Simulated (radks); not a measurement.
All-electron atom: the osmium ion Os17+ in [Kr] 4d10 4f12 5s1.

Method: Dirac Kohn-Sham, PBE, spin-unpolarised, spherical densities, point nucleus; open shells are shared between the two j in proportion to 2j + 1; computed with a radial shooting solver on a logarithmic mesh with Libxc functionals.

Energy parts (eV):
| part | energy |
|---|---|
| total | -467389.93 |
| kinetic | 531015.70 |
| electron-nucleus | -1148199.93 |
| Hartree | 158683.77 |
| exchange-correlation | -8889.46 |

Orbitals (lengths in bohr, moments of r in powers of bohr; <r^-3> diverges for s and p1/2; r(max) is where P^2 peaks):
orbital     occ.  eigenvalue (eV)  <r^-3>  <1/r>   r(max)      <r>
1s1/2          2        -74167.36       -  90.52  0.01102  0.01773
2s1/2          2        -13230.50       -  22.11  0.06358  0.07423
2p1/2          2        -12682.80       -  22.06  0.04709  0.06129
2p3/2          4        -11150.79   17920  18.32  0.05414  0.06948
3s1/2          2        -3374.765       -  8.121   0.1789   0.1932
3p1/2          2        -3130.191       -  8.033   0.1673   0.1833
3p3/2          4        -2795.672    4105  7.061   0.1817   0.1984
3d3/2          4        -2386.983   712.9  6.957   0.1420   0.1733
3d5/2          6        -2314.481   600.4  6.730   0.1460   0.1779
4s1/2          2        -1007.621       -  3.449   0.4039   0.4283
4p1/2          2        -904.5972       -  3.343   0.4027   0.4313
4p3/2          4        -824.1953   991.7  3.011   0.4321   0.4630
4d3/2          4        -654.8156   154.8  2.819   0.4258   0.4711
4d5/2          6        -639.5724   128.0  2.743   0.4348   0.4812
4f5/2    5.14286        -423.0169   27.15  2.419   0.3916   0.4985
4f7/2    6.85714        -419.7378   26.00  2.392   0.3957   0.5035
5s1/2          1        -419.4958       -  1.576   0.8505   0.8823

The highest occupied level is 5s1/2 at -419.50 eV. The density falls to 0.001 e/bohr^3 at r = 1.74 bohr.
